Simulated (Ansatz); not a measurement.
`[SiH3][Ga]([Cl])[Cl]`, charge 0, multiplicity 1.

Problem. Give a relaxed structure at PBE0-D4/def2-TZVP (Ansatz). (Best estimate.)

Solution. The calculation gave: 
```xyz
7

Si   -1.1435    0.0047   -0.1709
Ga    1.2226   -0.0218    0.1994
Cl    2.5845    1.1166   -1.0009
Cl    2.1895   -1.1581    1.7355
H    -1.6310    1.3940    0.0238
H    -1.8165   -0.9120    0.7814
H    -1.4055   -0.4234   -1.5684
```
Point group Cs.
